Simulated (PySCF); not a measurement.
CH₅BrO₂Si. Atoms are numbered in the order given.

```xyz
10

C      2.1986    -0.0230    -0.5484
Si     0.3768     0.2496    -0.7247
O     -0.3233    -0.6311    -1.9439
O      0.1414     1.8598    -1.0011
Br    -0.6601    -0.3922     1.1841
H      2.6059     0.6138     0.2513
H      2.7076     0.2306    -1.4920
H      2.4134    -1.0739    -0.3035
H     -0.8802    -1.3739    -1.6838
H     -0.7555     2.1423    -1.2182
```
Charge 0, spin multiplicity 1.

Coordinates come from a B3LYP-D3(BJ)/def2-SVP optimisation. The values are those of a single conformer.

Computed with HF/def2-TZVP (PySCF).

Atomic charges (e):

```csv
atom,Löwdin,Mulliken,IAO
C1,-0.41,-0.50,-0.73
Si2,-0.17,1.01,1.58
O3,-0.16,-0.65,[?]
O4,-0.14,-0.64,[?]
Br5,0.11,-0.34,-0.36
H6,0.13,0.14,[?]
H7,0.13,0.13,[?]
H8,0.13,0.13,[?]
H9,0.19,0.36,[?]
H10,0.19,0.35,[?]
```

### Question
Some entries are withheld; supply them. (The exact figures need the calculation; the answer reports its results.)

### Answer

- O3, IAO: -0.86
- O4, IAO: -0.85
- H6, IAO: 0.15
- H7, IAO: 0.15
- H8, IAO: 0.15
- H9, IAO: 0.39
- H10, IAO: 0.38

Computed Mayer and Wiberg (Löwdin basis) orders of the bonds:
```json
[
 {"bond": "C1–Si2", "Mayer": "1.03", "Wiberg": "1.19"},
 {"bond": "Si2–O3", "Mayer": "1.10", "Wiberg": "1.60"},
 {"bond": "Si2–O4", "Mayer": "1.13", "Wiberg": "1.62"},
 {"bond": "Si2–Br5", "Mayer": "1.01", "Wiberg": "1.59"},
 {"bond": "C1–H6", "Mayer": "0.95", "Wiberg": "0.90"},
 {"bond": "C1–H7", "Mayer": "0.95", "Wiberg": "0.90"},
 {"bond": "C1–H8", "Mayer": "0.95", "Wiberg": "0.90"},
 {"bond": "O3–H9", "Mayer": "0.85", "Wiberg": "1.02"},
 {"bond": "O4–H10", "Mayer": "0.86", "Wiberg": "1.01"}
]
```
